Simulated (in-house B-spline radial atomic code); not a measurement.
**PBE0 excitations of Se⁶⁺**

Method: PBE0. Computed with an all-electron radial atomic-structure program (B-spline basis): linear response of the closed shell [Ar] 3d10 with the functional's adiabatic kernel; scalar-relativistic (spin-free one-electron X2C), finite nucleus, no spin-orbit coupling, no double excitations, S, P, D and F terms only. Only terms of natural parity with L up to 3 were computed.

Command:
```bash
python run_td.py task.json out
```
Settings (radii: box in bohr, nucleus in fm):
```
Z                        34
electrons                28
configuration            [Ar] 3d10
hamiltonian              x2c
method                   pbe0
box_radius               14.35
rms_radius               4.14
intervals                70
```

Run time, properties included: 1 s on 1 thread of Intel(R) Xeon(R) 6975P-C (Granite Rapids), with other jobs on the host.

The lowest states, in the order of their Tamm-Dancoff energies; the method's threshold (minus the highest occupied level) is 144.63 eV. Labels give the largest channel, * marks a mixed state, and oscillator strengths are full-response dipole values. Semilocal kernels can invert the small singlet-triplet splittings of Rydberg terms. Energies in eV:

```tsv
state	full response	Tamm-Dancoff	oscillator strength
3d → 4s 3D	?	?	-
3d → 4s 1D	52.36	52.37	-
3d → 4p 3P	?	?	-
3d → 4p 3F	66.92	66.94	-
3d → 4p 1F	67.50	67.50	-
3d → 4p 1P	68.65	68.73	0.565
3d → 4d 3S	88.88	88.93	-
3d → 4d 3D	90.10	90.11	-
3d → 4d 1D	90.90	90.91	-
3d → 4d 1S	96.36	97.13	-
```

(1) Where does 3d → 4s 3D lie?

(2) Where does 3d → 4p 3P lie?

(3) How large is the singlet-triplet splitting of 3d → 4s (D terms) in Tamm-Dancoff?

(4) What polarisabilities and dispersion coefficient does the method give?

Answers

(1) At 51.55 eV in full response, 51.57 eV in Tamm-Dancoff.

(2) At 66.58 eV in full response, 66.60 eV in Tamm-Dancoff.

(3) 0.8 eV, from the unrounded values.

(4) Dipole 0.3813 bohr³, quadrupole 0.359 bohr⁵, C6 0.5578 hartree·bohr⁶ for two such species.
